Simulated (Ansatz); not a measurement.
Cost and result up the ladder for the cluster Cs2F (the lowest doublet isomer of a short search) (3 atoms). Total charge 0; doublet. Geometry: PBE0-D4/def2-TZVP.

Cartesian coordinates in Å:
```
Cs -1.973 -0.234 -1.238
Cs 1.520 0.047 1.780
F 0.453 0.187 -0.542
```

Ansatz on 4 threads of AMD EPYC 7571 on a shared host. Times are rough, and most runs start from the orbitals of an earlier one. PBE0-D4/def2-TZVPD serves as the yardstick here, not as an exact answer. Differences are given only for rows in sets of like size (and for xTB, whose basis is part of the method), since another set adds its own error. Binding counts from free atoms at the same level (Cs doublet, F doublet; other spins of the atoms weren't run), without zero-point energy or a counterpoise term.

In the def2 sets Cs takes a core potential; there is no spin–orbit coupling. Correlated methods freeze 1 core orbital; core or outer-core shells of Cs are correlated, in sets that lack core-valence functions. The structure comes from a short search, and lower isomers may exist.

Correlated methods converge slowly with the basis.

```json
{"level": "PBE0-D4/def2-TZVP", "functions": "89", "binding energy per atom (eV)": "2.00", "difference from PBE0-D4/def2-TZVPD (eV)": "-0.02"}
{"level": "RPA@PBE/def2-TZVP", "functions": "89", "binding energy per atom (eV)": "1.75", "difference from PBE0-D4/def2-TZVPD (eV)": "-0.27"}
{"level": "PBE-D4/def2-TZVP", "functions": "89", "binding energy per atom (eV)": "2.11", "difference from PBE0-D4/def2-TZVPD (eV)": "0.10"}
{"level": "MP2/def2-TZVP", "functions": "89", "binding energy per atom (eV)": "2.00", "difference from PBE0-D4/def2-TZVPD (eV)": "-0.02"}
{"level": "CCSD(T)/def2-TZVPP", "functions": "103", "binding energy per atom (eV)": "1.93", "difference from PBE0-D4/def2-TZVPD (eV)": "-0.08"}
{"level": "revPBE-D4/def2-TZVP", "functions": "89", "binding energy per atom (eV)": "2.03", "difference from PBE0-D4/def2-TZVPD (eV)": "0.01"}
{"level": "PBE-D4/def2-TZVPD", "functions": "104", "binding energy per atom (eV)": "2.13", "difference from PBE0-D4/def2-TZVPD (eV)": "0.11"}
{"level": "CCSD(T)/def2-TZVPD", "functions": "104", "binding energy per atom (eV)": "2.00", "difference from PBE0-D4/def2-TZVPD (eV)": "-0.02"}
{"level": "PBE0-D4/def2-TZVPD", "functions": "104", "binding energy per atom (eV)": "2.02", "difference from PBE0-D4/def2-TZVPD (eV)": "0.00"}
{"level": "PBE-D4/def2-SVP", "functions": "62", "binding energy per atom (eV)": "2.07", "difference from PBE0-D4/def2-TZVPD (eV)": "–"}
{"level": "r2SCAN-D4/def2-TZVPD", "functions": "104", "binding energy per atom (eV)": "2.08", "difference from PBE0-D4/def2-TZVPD (eV)": "0.06"}
{"level": "HF/def2-TZVP", "functions": "89", "binding energy per atom (eV)": "1.35", "difference from PBE0-D4/def2-TZVPD (eV)": "-0.67"}
{"level": "r2SCAN-D4/def2-TZVP", "functions": "89", "binding energy per atom (eV)": "2.06", "difference from PBE0-D4/def2-TZVPD (eV)": "0.05"}
{"level": "PBE0-D4/def2-SVP", "functions": "62", "binding energy per atom (eV)": "1.95", "difference from PBE0-D4/def2-TZVPD (eV)": "–"}
```

(1) Estimate how long each takes.

Results:

(1) HF/def2-TZVP 1 s; MP2/def2-TZVP 1.4 s; PBE-D4/def2-SVP 2.5 s; revPBE-D4/def2-TZVP 3.7 s; PBE-D4/def2-TZVP 3.9 s; PBE0-D4/def2-SVP 4 s; PBE0-D4/def2-TZVPD 4.2 s; RPA@PBE/def2-TZVP 4.7 s; PBE-D4/def2-TZVPD 4.8 s; r2SCAN-D4/def2-TZVP 7 s; r2SCAN-D4/def2-TZVPD 9.5 s; PBE0-D4/def2-TZVP 19 s; CCSD(T)/def2-TZVPD 22 s; CCSD(T)/def2-TZVPP 23 s. On shared hardware such times vary by a factor of up to 3.
